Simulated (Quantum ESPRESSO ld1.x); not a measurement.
Task: These are the eigenvalues of the occupied orbitals of an atom or ion with whole-number occupations (Ry). Method: Dirac Kohn-Sham, Slater X-alpha with alpha = 1, spin-unpolarised, spherical densities, point nucleus; computed with ld1.x of Quantum ESPRESSO 7.5.

| orbital | eigenvalue |
|---|---|
| 1s1/2 | -3879.7717 |
| 2s1/2 | -690.3898 |
| 2p1/2 | -659.9827 |
| 2p3/2 | -604.4002 |
| 3s1/2 | -194.3699 |
| 3p1/2 | -181.0194 |
| 3p3/2 | -169.3402 |
| 3d3/2 | -146.2387 |
| 3d5/2 | -143.6633 |
| 4s1/2 | -75.7299 |
| 4p1/2 | -70.2485 |
| 4p3/2 | -67.0964 |
| 4d3/2 | -57.9266 |
| 4d5/2 | -57.2751 |

Which element is it, and in what charge state? The configuration may be excited. Open shells, if any, are shared by 2j + 1.

Result: Z = 65, terbium, charge +23: Tb23+ in [Kr] 4d6. The list shows which subshells hold electrons but not how many an open one holds; the 1s level, -1939.9 hartree, gives Z - s = 62.3 by -(Z - s)^2/2, which with screening and relativity narrows Z to a few neighbours, and the depths of the outer levels then fix element, charge and occupations together.
